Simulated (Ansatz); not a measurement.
A nudged elastic band was laid between two geometries of F2H2Si + H3N (9 atoms, charge 0, multiplicity 1).

Theory: Ansatz, RHF/def2-SVP.

| Quantity | Value |
| --- | --- |
| movable images | 7 |
| climbing image | yes |
| spring | 5.0 eV/Å² |
| optimiser | quadratic models (default) |
| start path | through a guess of the saddle point |
| force threshold | 0.05 eV/Å |
| iteration limit | 60 |
| end points | relaxed |

First end point:

```xyz
9
Properties=species:S:1:pos:R:3
Si 0.380 0.050 -0.119
F 0.561 -0.090 1.466
H 1.734 -0.038 -0.685
H -0.270 1.300 -0.496
F -0.404 -1.234 -0.667
N -2.351 0.055 1.107
H -2.865 -0.660 0.621
H -2.976 0.827 1.261
H -2.101 -0.315 2.008
```

Last end point:

```xyz
9
Properties=species:S:1:pos:R:3
Si -0.434 0.007 -0.458
F -0.363 0.471 3.032
H 0.644 -0.933 -0.130
H -0.032 1.417 -0.430
F -0.911 -0.322 -1.962
N -1.723 -0.220 0.677
H -2.059 -1.158 0.815
H -2.509 0.405 0.616
H -0.903 0.227 2.336
```

Problem. Which bonds break or form, and what moves?

Solution. Bonds broken: Si1–F2, N6–H9. Bonds formed: Si1–N6, F2–H9. F2H2Si + H3N becomes FH + FH4NSi.

Problem. Give the energies along the band, and the barrier.

Solution. The forces met the threshold. The highest image is number 6 of 0 to 8, 1.62 eV above the first end and 0.94 eV above the last; the last end lies 0.68 eV above the first. A vibrational analysis at the climbing image gives one clearly imaginary mode, 1308i cm⁻¹: a first-order saddle point. The orbitals stay closed-shell, which can raise the energy where a bond breaks towards radicals; this wasn't checked here.

| image | path coordinate (Å) | energy (eV) | Si1–F2 (Å) | N6–H9 (Å) | Si1–N6 (Å) |
| --- | --- | --- | --- | --- | --- |
| 0 | 0.00 | 0.00 | 1.60 | 1.01 | 2.99 |
| 1 | 1.03 | 0.05 | 1.61 | 1.01 | 2.63 |
| 2 | 2.07 | 0.42 | 1.65 | 1.01 | 2.14 |
| 3 | 3.10 | 0.48 | 1.68 | 1.01 | 2.00 |
| 4 | 4.13 | 0.48 | 1.68 | 1.01 | 2.00 |
| 5 | 5.17 | 0.48 | 1.68 | 1.01 | 1.99 |
| 6 | 6.20 | 1.62 | 2.13 | 1.21 | 1.84 |
| 7 | 6.99 | 0.77 | 2.84 | 1.77 | 1.75 |
| 8 | 7.77 | 0.68 | 3.52 | 1.90 | 1.73 |

Problem. What is the geometry of the highest image?

Solution. 
```xyz
9
Properties=species:S:1:pos:R:3
Si -0.316 0.069 -0.084
F -0.005 0.473 1.981
H 0.682 -0.972 0.133
H -0.008 1.486 -0.241
F -0.875 -0.313 -1.571
N -1.846 -0.211 0.895
H -2.176 -1.162 0.914
H -2.622 0.391 0.669
H -1.127 0.133 1.802
```

Problem. What are the harmonic wavenumbers there?

Solution. 1308i, 221, 272, 351, 353, 562, 627, 791, 862, 956, 960, 979, 985, 1113, 1639, 1662, 1990, 2446, 2470, 3732, 3816 cm⁻¹.

Run time: 3.6 min on 1 thread of Arm Neoverse V1, on a shared host, peak memory 0.15 GiB.
